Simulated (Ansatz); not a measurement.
FH3S3Ti (`[F][Ti]([SH])([SH])[SH]`) from Hartree–Fock to CCSD(T)

Cartesian coordinates in Å:
```
F 2.205 0.236 -1.112
Ti 0.659 0.071 -0.333
S 0.441 -2.033 0.518
S -1.011 0.442 -1.839
S 0.481 1.583 1.364
H -0.861 -2.070 0.178
H -1.748 1.082 -0.912
H -0.167 0.689 2.135
```

Total charge 0; spin multiplicity 1. Correlated methods include outer-core shells of Ti, which these sets cover unevenly. Scalar relativity is left out up to krypton. The structure was optimised at the PBE0-D4/def2-TZVP level. It is one conformer, not always the lowest. Frozen core, restricted reference, Ansatz 0.2.0.

```csv
basis,HF (Eh),MP2 corr.
def2-SVP,-2141.76396,-0.91581
def2-TZVPP,-2142.43656,-1.23638
def2-QZVPP,-2142.48977,-1.34210
```

Estimate the CCSD correlation energy and the (T) correction in each basis where they were run (hartree).


| basis | CCSD corr. | (T) |
| --- | --- | --- |
| def2-SVP | -0.94259 | -0.04969 |
| def2-TZVPP | -1.26706 | -0.07532 |
